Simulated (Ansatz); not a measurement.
The cluster AlCl3⁻. Charge -1, multiplicity 2. Geometry B3LYP-D4/def2-TZVP, that of the neutral singlet; atoms count from 1.

Cartesian coordinates in Å:
```
Al 0.000 0.000 0.000
Cl 1.632 0.237 -1.264
Cl -0.767 -1.897 0.362
Cl -0.864 1.660 0.902
```

The highest occupied level of the charge -1 doublet lies above zero (up to 1.13 eV). By energy differences its removal costs 0.21 eV (vertical, to the charge 0 singlet, at PBE0-D4/def2-TZVPD); a positive level beside a positive removal energy at the same level points to self-interaction error. The structure comes from a short search, and lower isomers may exist.

(1) Estimate the Mulliken populations from the PBE0/def2-TZVPD orbitals of Ansatz.

(2) Where does the spin sit?

(3) And the Mayer bond orders between bonded heavy atoms (over 0.3)?

Answers

(1) 
```json
{"atom": "Al1", "charge (e)": "-0.91", "spin (α − β)": "1.60"}
{"atom": "Cl2", "charge (e)": "-0.03", "spin (α − β)": "-0.20"}
{"atom": "Cl3", "charge (e)": "-0.03", "spin (α − β)": "-0.20"}
{"atom": "Cl4", "charge (e)": "-0.03", "spin (α − β)": "-0.20"}
```
Mulliken values and Mayer orders depend strongly on the basis. With diffuse functions, as here, like atoms can get unlike values, and bond orders can come out too low or too high.

(2) Summed by element: Al 1.60, Cl -0.60, of 1 unpaired in all. Largest on single atoms: Al1 1.60, Cl2 -0.20, Cl3 -0.20.

(3) Al1–Cl2 0.36 (2.08 Å); Al1–Cl3 0.36 (2.08 Å); Al1–Cl4 0.36 (2.08 Å).
